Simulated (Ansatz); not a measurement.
C2H8O2Si, SMILES `CO[SiH](C)O`. Total charge 0; spin multiplicity 1. The geometry is a stationary point of PBE0-D4/def2-TZVP. It is one conformer, not always the lowest.

```xyz
13

C    -0.910    0.611   -1.721
O    -0.914    0.690   -0.317
Si    0.383    0.319    0.622
C     0.626   -1.503    0.836
O     0.109    0.940    2.112
H    -1.018   -0.425   -2.062
H     0.012    1.023   -2.150
H    -1.755    1.187   -2.103
H     1.576    0.944   -0.025
H     1.493   -1.705    1.469
H    -0.252   -1.955    1.304
H     0.792   -1.990   -0.128
H    -0.141    1.863    2.164
```

Question: What is the dipole moment at PBE/def2-TZVPP? (Best estimate.)

Answer: The calculation gave: 1.20 D, with components (0.07, 0.25, -1.17) D in this frame, pointing from negative to positive charge.

Question: And with r2SCAN, B3LYP, ωB97M-V? (Estimate.)

Answer: The calculation gave: r2SCAN 1.26 D, B3LYP 1.35 D, ωB97M-V 1.35 D.

Question: Give the Mulliken charges with PBE, B3LYP, ωB97M-V in def2-TZVPP. (An estimate is asked.)

Answer: Ansatz gave: 
| atom | PBE | B3LYP | ωB97M-V |
| --- | --- | --- | --- |
| C1 | -0.14 | -0.12 | -0.18 |
| O2 | -0.31 | -0.38 | -0.37 |
| Si3 | 0.55 | 0.66 | 0.60 |
| C4 | -0.38 | -0.39 | -0.45 |
| O5 | -0.36 | -0.40 | -0.39 |
| H6 | 0.09 | 0.09 | 0.11 |
| H7 | 0.09 | 0.09 | 0.11 |
| H8 | 0.10 | 0.11 | 0.12 |
| H9 | -0.14 | -0.14 | -0.09 |
| H10 | 0.11 | 0.10 | 0.12 |
| H11 | 0.11 | 0.11 | 0.13 |
| H12 | 0.09 | 0.09 | 0.11 |
| H13 | 0.18 | 0.18 | 0.17 |

B3LYP here is the variant with VWN-RPA as its local correlation; programs differ in this.
